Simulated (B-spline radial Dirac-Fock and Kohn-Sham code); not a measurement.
# Ni⁵⁺: L2-M23M23 lines in intermediate coupling

System: nickel as Ni⁵⁺ in the configuration [Ar] 3d5.

The run's input, task.json:

```json
{"items": [{
  "Z": 28,
  "q": 5,
  "cfg": [[1, 0, 2], [2, 0, 2], [2, 1, 6], [3, 0, 2], [3, 1, 6], [3, 2, 5]],
  "A": 58,
  "rrms": 3.7757,
  "do": ["binding", "quiet", "double"]
}]}
```

Launch: `python xray_run.py task.json out`

Method: Dirac-Fock energy differences between relaxed states, corrected for Breit and QED terms. Computed with a radial atomic solver. The two-hole levels come from diagonalising the Coulomb interaction among the jj configurations; intensities are independent-particle Coulomb rates. Kinetic energies are from the vacuum level. Correlation and solid-state effects are left out. Open outer shells are spectators and are not coupled to the holes.

```
kinetic energy (eV)  J  leading jj holes (weight)  leading LS term (weight)
              606.1  0                M2M2 (0.58)                ¹S0 (0.94)
              612.6  2                M2M3 (0.85)                ¹D2 (0.95)
              616.0  0                M3M3 (0.58)                ³P0 (0.94)
              616.2  1                M2M3 (1.00)                ³P1 (1.00)
              618.2  2                M3M3 (0.85)                ³P2 (0.95)
```

The intensity is shared as follows: 612.6 eV 48.6 %, 616.2 eV 23.8 %, 606.1 eV 17.1 %, 616.0 eV 5.5 %, 618.2 eV 5.0 %.

The strongest line, by its leading LS label ¹D2, lies at 612.6 eV. The mean weight of the leading component is 0.77 in jj and 0.96 in LS coupling, so LS labels describe these levels better.

Run: 39 s of CPU time on 1 thread of Neoverse-N1 (shared host), peak memory 0.37 GiB.
